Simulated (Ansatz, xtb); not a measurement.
## GaGeH3N: where a starting geometry ends

The starting geometry of this gas-phase doublet was built from a drawn formula by distance geometry; its bonds are those of `[NH][GaH][GeH]`.

```xyz
6

Ga   -0.7959    1.6748    0.9529
Ge    0.1039    2.7645   -0.7533
N    -1.5850   -0.0446    0.5912
H    -2.5225    0.2053    0.0911
H    -0.6127    2.0857    2.3264
H    -0.2473    3.4052   -2.1273
```

Task: Predict what becomes of its bonds when it is optimised with r2SCAN-D4/def2-SVP.

Result: A new bond forms, giving a structure given below by its coordinates. Contacts that close: Ge2–N3 (3.54 → 1.89 Å).

The energy falls by 2.35 eV over 19 steps:

| step | E − E(last) (eV) |
| --- | --- |
| 1 | 2.347 |
| 3 | 1.696 |
| 5 | 1.563 |
| 7 | 1.252 |
| 9 | 0.631 |
| 11 | 0.246 |
| 13 | 0.068 |
| 15 | 0.014 |
| 17 | 0.001 |
| 19 | 0.000 |

Final geometry (Å):

```xyz
6

Ga   -0.5653    1.9370    1.3859
Ge   -0.0578    2.0765   -0.9725
N    -1.2043    0.9124   -0.0151
H    -2.0138    0.3524   -0.2834
H    -0.8511    1.8776    2.9128
H    -0.9672    2.9349   -1.9466
```

From the same start GFN2-xTB ends elsewhere, differing in Ga1–Ge2 (3.14 against 2.42 Å here).

No frequencies were run, so the end isn't proven a minimum. Open shells are spin-unrestricted. Run with Ansatz 0.2.0, 2.6 min on 1 thread of Intel(R) Xeon(R) 6975P-C (Granite Rapids), on a shared host.
